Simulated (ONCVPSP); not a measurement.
**Potentials for aluminium (Al) compared**

Generated with ld1.x 7.5 (TM, RRKJ, ultrasoft, PAW), atompaw 4.2 or ONCVPSP 4.0.1. The cutoff is in Ry: for ld1.x and atompaw files where the sum of valence levels is converged to 10 mRy in a Bessel basis, for ONCV files where the hardest occupied wave has 1 mHa per electron of residual kinetic energy. The error is the largest all-electron minus pseudo excitation energy over each file’s own four to seven test configurations (ionisations up to +4, promotions, holes and added fractions of an electron), all of which were solved. The labels leave out finer settings (local radius, basis sizes, second energies), which also bear on the numbers. Spin-polarised tests are not counted. The rows are a selection from randomly drawn settings: files with unsolved tests, undetermined cutoffs or missed reference levels are left out.

A true bound ghost makes a file unfit for plane-wave use even where its test errors are small: the radial tests pick states by their node count and pass the ghost by.

| potential | cutoff (Ry) | largest error (meV) | bound ghosts |
| --- | --- | --- | --- |
| ONCV, LDA (Perdew-Zunger), scalar-relativistic, rc 1.20/1.20 (sp), local smoothed, core correction yes, reference 2s2 2p6 3s2 3p0.75, qcut 11.1/13.1, projectors 2/2 | 124 | -6.9 | none |
| ONCV, PBE, scalar-relativistic, rc 1.30/1.20 (sp), local smoothed, core correction no, reference 2s2 2p6 3s1.5 3p1.5, qcut 8.1/13.9, projectors 2/2 | 131 | +0.7 | none |
| ONCV, LDA (Perdew-Wang 92), scalar-relativistic, rc 2.25/2.00/1.75 (spd), local smoothed, core correction yes, reference 3s2 3p1, qcut 4.9/4.9/7.2, projectors 2/2/2 | 13 | -130 | none |
| ONCV, PBE, scalar-relativistic, rc 0.90/1.15/1.10 (spd), local smoothed, core correction yes, reference 2s2 2p6 3s2 3p0.5, qcut 17.4/14.9/7.8, projectors 2/2/2 | 155 | -255 | none |

**Question.** Fill in the row for Al: ONCV, LDA (Perdew-Zunger), scalar-relativistic, rc 1.40/1.55 (sp), local smoothed, core correction yes, reference 3s2, qcut 3.6/4.6, projectors 2/2.

**Answer.** cutoff 68 Ry, largest error +9.5 meV, bound ghosts: s, p.
